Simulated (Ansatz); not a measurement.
Reaction (formal exchange of groups at the Si–C bond): `CC(Cl)[SiH2]Cl` + `CC(C)BN` → `NB[SiH2]Cl` + `CC(C)C(C)Cl`

Calculated with Ansatz (gas phase, PBE0-D4/def2-TZVP geometries, no zero-point term in ΔE). CCSD(T)/CBS is the MP2 limit (def2-TZVPP, def2-QZVPP) plus CCSD(T) − MP2 in def2-TZVPP, frozen cores. Functionals use def2-TZVPP. HSE06 is defined as in plane-wave codes. One conformer a species, not always the lowest.

```json
{"level": "LDA (SPW92)", "ΔE (kJ/mol)": "22.0"}
{"level": "BLYP-D4", "ΔE (kJ/mol)": "31.1"}
{"level": "HSE06-D4", "ΔE (kJ/mol)": "27.8"}
{"level": "MP2/def2-SVP", "ΔE (kJ/mol)": "22.4"}
{"level": "HF/def2-TZVPP", "ΔE (kJ/mol)": "34.8"}
{"level": "SCS-MP2/def2-TZVPP", "ΔE (kJ/mol)": "30.5"}
{"level": "CCSD(T)/def2-TZVPP", "ΔE (kJ/mol)": "26.6"}
{"level": "SCS-MP2/def2-QZVPP", "ΔE (kJ/mol)": "31.3"}
```

Problem. What does CCSD(T)/CBS give? (Best estimate.)

Solution. Ansatz gave: +27.7 kJ/mol. The listed levels differ from it by -5.7, 3.4, 0.1, -5.3, 7.1, 2.8, -1.1, 3.6 kJ/mol.

Largest T1 diagnostic among the species: 0.012.

At CCSD(T), def2-SVP lies −10.1 kJ/mol from the extrapolated value and def2-TZVPP −1.1 kJ/mol. In def2-TZVPP, CCSD(T) changes the Hartree–Fock value by −8.2 kJ/mol (the triples alone add −1.3 kJ/mol) and MP2 by −3.3 kJ/mol.

CCSD(T)/CBS has its own doubt, a few kJ/mol and more with outer-core shells, so smaller differences from it don't rank the levels.
